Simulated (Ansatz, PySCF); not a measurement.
Ansatz (a quantum-chemistry and plane-wave program) was given this input:
Ansatz 0.2 input:
```yaml
crystal:
  periodic: [false, false, false]
  atoms:
    - {symbol: C, position_ang: [1.27664606, -0.07083392, 0.00490567]}
    - {symbol: C, position_ang: [-0.00577091, 0.28290431, 0.17094025]}
    - {symbol: C, position_ang: [-1.27384025, -0.06671398, -0.08801672]}
    - {symbol: H, position_ang: [1.57945134, -0.97074324, -0.52820830]}
    - {symbol: H, position_ang: [2.08233914, 0.52877328, 0.39780736]}
    - {symbol: H, position_ang: [-2.10404977, 0.53553578, 0.24528379]}
    - {symbol: H, position_ang: [-1.53995012, -0.96570430, -0.64185810]}
basis:
  gaussian:
    orbitals: def2-SVPD
hamiltonian:
  xc: cam_b3lyp
magnetization: {spin_polarized: true, initial_magnetization: 2}
accuracy: high
```

Problem. Convert this to an input for PySCF.

Solution. This is not unique; one that fits is 
```python
from pyscf import gto, scf, dft

mol = gto.M(
    atom='''
C     1.276646   -0.070834    0.004906
C    -0.005771    0.282904    0.170940
C    -1.273840   -0.066714   -0.088017
H     1.579451   -0.970743   -0.528208
H     2.082339    0.528773    0.397807
H    -2.104050    0.535536    0.245284
H    -1.539950   -0.965704   -0.641858
''',
    basis='def2-svpd',
    charge=0,
    spin=2,
    verbose=4,
)

mf = dft.UKS(mol)
mf.xc = 'camb3lyp'
mf.grids.atom_grid = (99, 590)
mf.grids.prune = None
mf.kernel()
```

Both were run: Ansatz gave -116.423392 Eh and PySCF -116.423392 Eh, 0.000 mEh apart.
